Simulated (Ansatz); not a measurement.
Program: Ansatz. Geometries: PBE0-D4/def2-TZVP. ΔE: electronic, gas phase. CCSD(T)/CBS is the MP2 limit (def2-TZVPP, def2-QZVPP) plus CCSD(T) − MP2 in def2-TZVPP, frozen cores. Functionals use def2-TZVPP. B3LYP here is the variant with VWN-RPA as its local correlation; programs differ in this. Each species was taken in one conformer, which may not be the lowest.

Consider the isomerisation: `CC(N)O[SiH3]` → `CCO[SiH2]N`.

| level | ΔE (kJ/mol) |
| --- | --- |
| B3LYP | -105.9 |
| HF/def2-TZVPP | -108.0 |
| MP2/def2-TZVPP | -105.8 |
| SCS-MP2/def2-QZVPP | -107.2 |

What does CCSD(T)/CBS give? (Estimate.)

The calculation gave: -105.1 kJ/mol. The listed levels differ from it by -0.8, -2.9, -0.7, -2.1 kJ/mol.

Largest T1 diagnostic among the species: 0.011.

From PBE to PBE0 (25 % exact exchange), in def2-TZVPP and without D4, ΔE moves by −3.1 kJ/mol.

CCSD(T)/CBS has its own doubt, a few kJ/mol and more with outer-core shells, so smaller differences from it don't rank the levels.
